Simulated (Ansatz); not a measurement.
Z-matrix (Å, degrees):
```
C
O 1 1.433
H 1 1.087 2 106.5
H 1 1.090 2 109.3 3 118.3
H 1 1.090 2 110.5 3 -119.3
B 2 1.772 1 116.7 3 69.5
H 2 0.964 1 109.5 3 -173.0
C 6 1.589 2 104.0 1 -67.2
C 6 1.592 2 100.5 1 168.3
F 6 1.389 2 100.0 1 51.4
H 8 1.095 6 108.7 2 -175.1
H 8 1.094 6 112.8 2 -56.8
H 8 1.095 6 113.4 2 67.0
H 9 1.093 6 113.0 2 63.1
H 9 1.097 6 113.1 2 -60.3
H 9 1.095 6 109.1 2 -178.0
```

Charge 0, multiplicity 1.

List the r2SCAN/def2-TZVPP orbital energies in eV (the Gaussian-basis code of Ansatz). (An estimate is asked.)

Computed: Occupied: -664.70, -517.86, -275.03, -271.67, -271.58, -180.56, -30.04, -28.73, -19.01, -17.81, -17.05, -14.59, -13.32, -12.27, -11.95, -10.60, -10.23, -10.11, -9.39, -9.08, -9.04, -8.69, -8.62, -7.90, -6.59. Lowest empty: 0.09, 1.42, 1.98, 2.11, 2.80, 2.87, 3.01, 3.39.
